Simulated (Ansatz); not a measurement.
# A substitution series on Si: OH to F

On one Si centre, n of the OH ligands are replaced by F. The mean Si–F bond length y in Å at PBE0-D4/def2-TZVP. The shapes are optimised at that level. Flexible molecules stand in one conformer. Programs: Ansatz 0.2.0.

| molecule | n | y (Å) |
| --- | --- | --- |
| Si(OH)3F | 1 | 1.594 |
| Si(OH)2F2 | 2 | 1.583 |
| Si(OH)F3 | 3 | ? |
| SiF4 | 4 | 1.562 |

**Question.** Fit y = c + s·n to the known rows and predict Si(OH)F3.

**Answer.** 
1. Means of the 3 rows: n = 2.33333, y = 1.5797.
2. Σ(Δn)² = 4.6667, Σ(Δn·Δy) = -0.049667, so the slope is -0.049667/4.6667 = -0.010643.
3. Intercept: 1.5797 − (-0.010643) × 2.33333 = 1.6045. The largest residual of the fit is 0.0002.
4. Si(OH)F3: 1.6045 + (-0.010643) × 3 = 1.573 Å.

The run gave 1.570 Å, so the prediction is off by +0.003 Å, more than the largest residual. The steps per swap are -0.011, -0.013, -0.008 Å.
